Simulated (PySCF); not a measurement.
Sn(Cl)3(NH2) (Cl3H2NSn), SMILES [NH2][Sn]([Cl])([Cl])[Cl].

Coordinates come from a B3LYP-D3(BJ)/def2-SVP optimisation. The structure was generated by enumeration; whether it is a known compound was not checked. The def2 effective core potentials stand for the cores of Sn; spin–orbit coupling is left out. One conformer was computed; it need not be the lowest.

Two levels are set side by side: PBE/def2-TZVP (PySCF) and B3LYP/def2-TZVP (PySCF). Same geometry, gas phase. Differences are taken from unrounded values.

```json
[
 {"quantity": "orbital gap (eV)", "B3LYP": "5.25", "PBE": "3.48", "PBE minus B3LYP": "-1.77"},
 {"quantity": "highest occupied level (eV)", "B3LYP": "-8.40", "PBE": "-7.22", "PBE minus B3LYP": "1.18"},
 {"quantity": "lowest empty level (eV)", "B3LYP": "-3.16", "PBE": "-3.74", "PBE minus B3LYP": "-0.58"},
 {"quantity": "dipole moment (D)", "B3LYP": "2.66", "PBE": "2.65", "PBE minus B3LYP": "-0.01"},
 {"quantity": "mean polarisability (bohr³)", "B3LYP": "83.5", "PBE": "85.8", "PBE minus B3LYP": "2.3"}
]
```

PBE's occupied levels lie high since its potential decays too fast outside the molecule; exact exchange lowers them and widens the gap. Differences between two approximate levels are no errors against the true value.

Rough cost on one machine, each run with all the roots and properties that it gave: B3LYP against PBE within a factor of 2.
